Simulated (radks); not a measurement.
Problem. Coherent X-ray form factor from a spherical all-electron density. All-electron calculation, Dirac Kohn-Sham, LDA (Slater exchange, Perdew-Wang correlation), spin-unpolarised, spherical densities, finite nucleus; Fermi nuclear charge, rms radius of each element as measured or else 0.836 A^(1/3) + 0.57 fm. Program: a radial shooting solver on a logarithmic mesh with Libxc functionals.

| sin(theta)/lambda (1/angstrom) | f0 (electrons) |
|---|---|
| 0.05 | 18.804 |
| 0.1 | 18.239 |
| 0.15 | 17.366 |
| 0.2 | 16.275 |
| 0.25 | 15.063 |
| 0.3 | 13.821 |
| 0.4 | 11.524 |
| 0.5 | 9.710 |
| 0.6 | 8.418 |
| 0.8 | 6.900 |
| 1 | 5.969 |
| 1.25 | 4.939 |
| 1.5 | 3.968 |
| 2 | 2.520 |

The species is in the configuration that NIST lists as its ground one. Which atom or ion scatters so?

Solution. The vanadium ion V4+, [Ar] 3d1. Extrapolating in s^2 from the first two rows gives f0(0) = 19.0, near the electron count 19; among species with that count, the fall with angle is slower the higher Z, and the table is that of Z = 23; from so few rows the species is fixed only to a neighbour or two.
